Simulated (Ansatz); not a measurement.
A nudged elastic band was laid between two geometries of CH₆NSi₂ (10 atoms, charge 1, multiplicity 1).

Level of theory: Ansatz 0.2.0, RKS r2SCAN-D4/STO-3G.

```
movable images  : 9
climbing image  : yes
spring          : 5.0 eV/Å²
optimiser       : quadratic models (default)
start path      : through a guess of the saddle point
force threshold : 0.05 eV/Å
iteration limit : 50
end points      : relaxed
```

First end point:

```xyz
10
Properties=species:S:1:pos:R:3
Si -1.437 1.281 -1.019
Si -0.849 -0.560 0.071
C 0.914 -1.145 -0.144
N 0.727 -0.186 1.063
H -2.419 1.067 -2.075
H -1.935 2.370 -0.184
H 1.214 -2.151 0.185
H 1.594 -0.731 -0.903
H 1.288 0.701 1.015
H 0.903 -0.644 1.992
```

Last end point:

```xyz
10
Properties=species:S:1:pos:R:3
Si -1.441 1.973 -1.505
Si -0.914 -0.072 -0.463
C 0.799 -0.798 -0.389
N 0.320 -0.188 0.955
H -1.835 -1.146 -0.124
H -0.674 2.636 -0.401
H 0.959 -1.882 -0.314
H 1.674 -0.263 -0.784
H 0.894 0.625 1.290
H 0.219 -0.885 1.735
```

(1) Which bonds break or form, and what moves?

(2) What energy profile does the band end with?

(3) What is the geometry of the highest image?

(4) What are the harmonic wavenumbers there?

## Answers

(1) Bonds broken: Si1–H5. Bonds formed: Si2–H5.

(2) It converged. The highest image is number 4 of 0 to 10, 28.1 kcal/mol above the first end and 25.8 kcal/mol above the last; the last end lies 2.3 kcal/mol above the first. A vibrational analysis at the climbing image gives one clearly imaginary mode, 468i cm⁻¹: a first-order saddle point. The orbitals stay closed-shell, which can raise the energy where a bond breaks towards radicals; this wasn't checked here. Limits of this set-up: minimal basis, the dipole of an ion depends on the origin.

| image | path coordinate (Å) | energy (kcal/mol) | Si1–H5 (Å) | Si2–H5 (Å) |
| --- | --- | --- | --- | --- |
| 0 | 0.00 | 0.0 | 1.46 | 3.12 |
| 1 | 0.69 | 2.2 | 1.46 | 2.92 |
| 2 | 1.38 | 9.7 | 1.46 | 2.65 |
| 3 | 2.08 | 21.0 | 1.48 | 2.32 |
| 4 | 2.77 | 28.1 | 1.59 | 1.92 |
| 5 | 3.37 | 23.6 | 1.86 | 1.62 |
| 6 | 3.97 | 15.7 | 2.50 | 1.47 |
| 7 | 4.58 | 7.8 | 3.00 | 1.45 |
| 8 | 5.18 | 4.3 | 3.25 | 1.45 |
| 9 | 5.78 | 2.8 | 3.35 | 1.46 |
| 10 | 6.38 | 2.3 | 3.43 | 1.45 |

(3) 
```xyz
10
Properties=species:S:1:pos:R:3
Si -1.635 1.697 -1.553
Si -0.238 0.509 -0.365
C 0.913 -0.936 -0.240
N 0.741 -0.199 1.125
H -1.909 0.168 -1.241
H -2.288 2.163 -0.308
H 0.538 -1.970 -0.191
H 1.948 -0.886 -0.608
H 1.621 0.241 1.499
H 0.309 -0.787 1.882
```

(4) 468i, 91, 245, 393, 425, 605, 671, 726, 825, 860, 985, 1051, 1087, 1149, 1241, 1333, 1570, 1732, 2026, 2523, 3372, 3515, 3589, 3768 cm⁻¹.

Time of the run: 6.3 min on 1 thread of Arm Neoverse V2, on a shared host, peak memory 0.11 GiB.
